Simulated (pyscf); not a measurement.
Structures and frequencies: ωB97X-D3(BJ)/def2-SVP in PySCF.

Question: What is the homolytic dissociation enthalpy (298 K, ωB97M-D3(BJ)/def2-TZVP) of the C–C bond of F–C(F)(F)–CH(Cl)–Cl, to F–C•(F)–F + Cl–CH•–Cl?

Answer: C–C to F–C•(F)–F + Cl–CH•–Cl: 368.1 kJ/mol. The 7 functionals that were run give +330.0 (r²SCAN) to +371.1 kJ/mol (M06-2X).
